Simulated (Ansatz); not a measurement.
```yaml
crystal:
  periodic: [false, false, false]
  atoms:
    - {symbol: Ga, position_ang: [-0.709164, 0.861122, 0.324474]}
    - {symbol: H, position_ang: [0.794819, 0.019193, 0.725948]}
    - {symbol: B, position_ang: [0.626305, -0.760598, -0.286535]}
    - {symbol: Xx, position_ang: [-0.466827, -0.414931, -0.876727]}
    - {symbol: H, position_ang: [-1.823144, 0.446371, 1.314193]}
    - {symbol: H, position_ang: [-0.387969, 2.238820, -0.301101]}
    - {symbol: H, position_ang: [0.450035, -1.858265, 0.149088]}
    - {symbol: H, position_ang: [1.515945, -0.531712, -1.049340]}
basis:
  gaussian: {orbitals: def2-SVP}
hamiltonian: {xc: {name: BLYP}, dispersion: d3bjatm}
scf: {omitted_lower_state_checks: [starts]}
```

```sh
$ ansatz run in.yaml --threads 4 --pin off --events-out ev --progress --plain --max-ram 3916MiB
```

Shortened log:

```
Error: YAML parse error: error: line 7 column 16: `Xx` is not an element symbol (H … Og, case-exact)
 --> <input>:7:16
5 |     - {symbol: H, position_ang: [0.794819, 0.019193, 0.725948]}
6 |     - {symbol: B, position_ang: [0.626305, -0.760598, -0.286535]}
7 |     - {symbol: Xx, position_ang: [-0.466827, -0.414931, -0.876727]}
8 |     - {symbol: H, position_ang: [-1.823144, 0.446371, 1.314193]}
9 |     - {symbol: H, position_ang: [-0.387969, 2.238820, -0.301101]}
```

In this input an element symbol is wrong. The input was rejected before any iteration.
